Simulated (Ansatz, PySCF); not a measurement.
EuCl3(NH3) in two programs

EuCl3(NH3) (singlet in the valence; each metal's 4f electrons, 6 of them, lie in its core potential, out of spins and levels), relaxed with PySCF 2.14.0, RKS r2SCAN, Eu lcecp-1-SVP with ECP52, Cl def2-SVP, N def2-SVP, H def2-SVP; non-relativistic Hamiltonian with scalar-relativistic core potentials where named; density fitting; no spin-orbit coupling:

```xyz
8

Eu    0.0429   -0.0429    0.0429
Cl    1.1653    1.9354    1.1653
Cl   -1.9354   -1.1653    1.1653
Cl    1.1653   -1.1653   -1.9354
N    -1.4015    1.4015   -1.4015
H    -2.0137    2.0137   -0.8546
H    -0.8546    2.0137   -2.0137
H    -2.0137    0.8546   -2.0137
```

There the HOMO–LUMO gap is 5.97 eV. The 4f levels lie in the core potential and are missing.

The same geometry by Ansatz 0.2.0 (PBE, PAW with the 4f shell of lanthanides and the 5f shell of actinides in the valence, a periodic box with 9 Å of vacuum; gaps over both spins; site moments in spheres, but by Gaussian weights under spin-orbit coupling, so that the two can't be compared; unpaired electrons at the start: 6, along z under spin-orbit coupling; the open shells may stand above their lowest state):

```csv
spin-orbit coupling,U on f (eV),gap (eV),spin moment on Eu1 (μB),orbital moment of its f shell (μB),largest force component (eV/Å)
without,5,0.76,6.03,–,0.06
```

What does the run without spin-orbit coupling and with U = 0 eV give?

gap (eV): 0.08, spin moment on Eu1 (μB): 6.14, largest force component (eV/Å): 0.11. It took 47 s on 2 threads of Arm Neoverse V1, on a shared host, peak memory 1.4 GiB.

Semilocal functionals tend to give orbital moments well under those of Hund's rules.

Without U the plane-wave gap ends on 4f levels, which the Gaussian run lacks; U moves filled and empty 4f levels apart, though the lowest empty ones can remain 4f.

The spin-orbit runs use fully relativistic datasets of their own, so changes of a few hundredths of an eV needn't come from the coupling.

No frequency check is given that shows the relaxed geometry to be a minimum. An lcecp potential fixes the number of 4f electrons, so in runs with it no electron can move into or out of that shell.
